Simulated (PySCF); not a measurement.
Si(H)3(Cl) cation (ClH₃Si), SMILES Cl[SiH3] (connectivity only; charge and spin as stated), charge +1, multiplicity 2. Atoms are numbered in the order given.

```xyz
5

Si     0.0775    -0.9185     0.0000
Cl    -0.0138     1.0357     0.0000
H     -1.1029    -1.5611    -0.8203
H      1.3560    -1.6258     0.0000
H     -1.1029    -1.5611     0.8203
```
Charge +1, spin multiplicity 2.

The structure is a stationary point at ωB97X-D3(BJ)/def2-TZVP. The spin state was assumed, not searched. The isomer is the one that the SMILES or the coordinates give; other isomers of the formula were not compared.

Calculation: PySCF with PBE/pcH-1.

Unrestricted Kohn–Sham, ⟨S²⟩ = 0.753. Hyperfine tensors hold the contact and dipolar terms, without spin-orbit corrections.

Computed hyperfine couplings:
```tsv
nucleus	A(iso) (MHz)	A(iso) (G)	dipolar principal values (MHz)
29Si no. 1	46.1	16.4	-71.5, 30.4, 41.1
35Cl no. 2	2.6	0.9	-39.3, -34.6, 74.0
1H no. 3	602.1	214.8	-9.4, -8.1, 17.5
1H no. 4	-31.7	-11.3	-6.0, -1.8, 7.8
1H no. 5	602.1	214.8	-9.4, -8.1, 17.5
```

Q: And the g tensor (effective nuclear charges for spin-orbit coupling, GIAO)? (The exact figures need the calculation; the answer reports its results.)

A: principal values 2.0021, 2.0187, 2.0298; isotropic 2.0169.
